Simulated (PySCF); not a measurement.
## Adding and removing an electron: SiBi

TPSSh; PySCF, scalar-relativistic core potentials, basis sets Si cc-pV(D+d)Z, Bi cc-pVDZ-PP with ECP60. Neutral (UKS): doublet (π ↑), Re = 2.473 Å, ωe = 382 cm⁻¹, De = 2.58 eV, HOMO -5.40 eV, LUMO -4.56 eV.

SiBi⁺ (UKS): triplet (π ↑↑), Re = 2.625 Å, ωe = 316 cm⁻¹. The energies at the minima are -504.01792 hartree for SiBi and -503.73462 for SiBi⁺.

Task: Work out the adiabatic ionisation energy, without and with harmonic zero-point energies (1 hartree = 27.2114 eV, 1 eV = 8065.5 cm⁻¹), and the change of the bond length.

Result: At TPSSh: 0.28330 hartree = 7.709 eV between the minima; the zero-point term (316.0 − 382.0)/2 cm⁻¹ = -0.004 eV makes it 7.705 eV. Re changes by +15.2 pm against the neutral. The electron leaves a π orbital, and the longer bond of the ion fits a bonding orbital, or a change in how ionic the bond is.

These are scalar-relativistic numbers at best; spin–orbit coupling would shift them, the dissociation energy most. States were picked by a PBE0 search and need not be the measured ground states.
